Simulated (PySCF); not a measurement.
# ECD: SMILES Cl/C1=C/CC/C=C\CC1, C$_{8}$H$_{11}$Cl

Geometry (Å), atoms numbered from 1 in this order:
```xyz
20

Cl    1.4662    4.2244   -1.4652
C     0.5831    3.0282   -0.5335
C    -0.7455    2.9761   -0.6753
C    -1.7185    2.0057   -0.0742
C    -1.1868    0.6705    0.4609
C    -0.4383   -0.1495   -0.5566
C     0.8401   -0.0509   -0.9445
C     1.9195    0.8899   -0.4983
C     1.4832    2.1371    0.2718
H    -1.1906    3.7291   -1.3330
H    -2.4708    1.7910   -0.8531
H    -2.2837    2.5143    0.7295
H    -0.5837    0.8323    1.3646
H    -2.0577    0.0889    0.8012
H    -1.0340   -0.9198   -1.0601
H     1.1680   -0.7651   -1.7093
H     2.4781    1.2164   -1.3929
H     2.6551    0.3298    0.1086
H     2.3771    2.7133    0.5505
H     0.9927    1.8641    1.2135
```

Theory: TDDFT CAM-B3LYP/aug-cc-pVDZ circular dichroism and optical rotation, one conformer, gas phase (PySCF 2.14.0). Geometry: PBE0-D3(BJ)/def2-SVP.

No stereocentre is labelled: unless the shape is locked (an allene, a helicene, a hindered biaryl), the mirror image is equally populated and a measured rotation or CD is zero.

Question: Which excitations and rotatory strengths does the calculation give?

Answer: Rotatory strengths R in 10⁻⁴⁰ esu² cm², velocity form and length form (origin at the centre of mass); f in length form.
| state | E (eV) | λ (nm) | f | R (velocity) | R (length) | main |
| --- | --- | --- | --- | --- | --- | --- |
| 1 | 5.91 | 210 | 0.010 | -6.7 | -6.8 | HOMO→LUMO 0.49, HOMO→LUMO+3 0.14 |
| 2 | 6.13 | 202 | 0.014 | +31.4 | +30.9 | HOMO−1→LUMO 0.53, HOMO−1→LUMO+2 0.09 |
| 3 | 6.23 | 199 | 0.028 | -6.0 | -6.2 | HOMO→LUMO+2 0.22, HOMO→LUMO+1 0.18 |
| 4 | 6.26 | 198 | 0.048 | -26.7 | -28.4 | HOMO→LUMO+4 0.40, HOMO−1→LUMO 0.10 |
| 5 | 6.51 | 190 | 0.008 | -7.3 | -7.3 | HOMO→LUMO+1 0.28, HOMO→LUMO+2 0.15 |
| 6 | 6.58 | 188 | 0.009 | -48.3 | -48.5 | HOMO−1→LUMO+2 0.35, HOMO−1→LUMO+4 0.14 |
| 7 | 6.73 | 184 | 0.083 | +33.2 | +33.5 | HOMO−1→LUMO+1 0.48, HOMO→LUMO+2 0.09 |
| 8 | 6.79 | 183 | 0.124 | +33.6 | +34.2 | HOMO→LUMO+3 0.24, HOMO→LUMO+9 0.14 |
| 9 | 6.84 | 181 | 0.028 | +33.1 | +33.6 | HOMO→LUMO+2 0.28, HOMO→LUMO 0.12 |
| 10 | 6.87 | 180 | 0.013 | +18.4 | +18.8 | HOMO−1→LUMO+2 0.25, HOMO−1→LUMO+4 0.13 |
| 11 | 6.97 | 178 | 0.022 | +2.7 | +2.5 | HOMO−1→LUMO+4 0.17, HOMO→LUMO+3 0.13 |
| 12 | 7.13 | 174 | 0.147 | -22.5 | -21.9 | HOMO−1→LUMO+4 0.21, HOMO−1→LUMO+5 0.14 |

Among the states computed, the strongest CD band (largest |R|) is state 6. The largest dissymmetry factor in size, g = 4R/(D+G), with D and G the electric and magnetic dipole strengths, is -0.053 for state 6 (velocity form, f = 0.009), among bands with |R| over 0.5. The mirror image has the same energies and oscillator strengths and all R with the opposite sign.
